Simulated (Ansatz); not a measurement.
Two members of one family (Same ligands, another metal), computed with Ansatz in the gas phase; def2 core potentials for Nb, W, no spin–orbit coupling. HOMO and LUMO are taken over both spins. The spins of the ions were chosen, not always searched. A dash marks a value that wasn't run or was left out as unsound. The structures are stationary points that may keep the symmetry of their start. Remarks come from the PBE and PBE0 runs and from stability tests at other levels; not every state was tested. A HOMO above zero means that the electron is unbound at that level and held by the basis, or that self-interaction error raises the level; the energy of removing that electron tells which. HOMO above LUMO (over both spins in singlets and doublets, within one spin in higher multiplets; at PBE or PBE0), or a gap under 0.15 eV within one spin, warns that the state may not be the lowest or that an electron is smeared out.

First: [NbOF4]- (singlet, charge -1, r2SCAN-D4/def2-SVPD geometry).

Cartesian coordinates in Å:
```
Nb -0.046 -0.045 0.017
O -1.235 -1.210 0.456
F -0.934 1.674 0.097
F -0.171 0.143 -1.907
F 1.575 -1.047 -0.332
F 0.811 0.485 1.671
```

```tsv
level	HOMO (eV)	vertical IE (eV)
PBE-D4/def2-SVPD	-3.31	–
PBE-D4/def2-TZVPD	-3.19	6.52
r2SCAN-D4/def2-TZVPD	-3.55	6.65
PBE0-D4/def2-TZVPD	-4.88	6.90
ωB97M-V/def2-TZVPD	-7.34	–
```

Metal–donor distances: 1 × O 1.72 Å, 4 × F 1.94 Å. Remarks: gap within one spin near zero at PBE or PBE0 (neutral doublet).

Second: [WOF4]- (doublet, charge -1, r2SCAN-D4/def2-SVPD geometry; oxidised ion singlet).

Cartesian coordinates in Å:
```
W 0.1147 0.0387 0.0313
O 1.6808 0.5717 0.4640
F -0.8922 -0.3004 1.6600
F 0.1453 -1.8994 -0.1209
F -0.0074 -0.0054 -1.9082
F -1.0412 1.5948 -0.1262
```

Question: What does the change do? Estimate second minus first.

Answer: 
```json
{"level": "PBE-D4/def2-SVPD", "Δ HOMO (eV)": "4.20", "Δ vertical IE (eV)": "–"}
{"level": "PBE-D4/def2-TZVPD", "Δ HOMO (eV)": "4.25", "Δ vertical IE (eV)": "-4.10"}
{"level": "r2SCAN-D4/def2-TZVPD", "Δ HOMO (eV)": "4.16", "Δ vertical IE (eV)": "–"}
{"level": "PBE0-D4/def2-TZVPD", "Δ HOMO (eV)": "4.06", "Δ vertical IE (eV)": "-3.82"}
{"level": "ωB97M-V/def2-TZVPD", "Δ HOMO (eV)": "4.01", "Δ vertical IE (eV)": "–"}
```

Metal–donor distances: 1 × O 1.71 Å, 4 × F 1.94 Å. Remarks: HOMO above zero at PBE or PBE0.
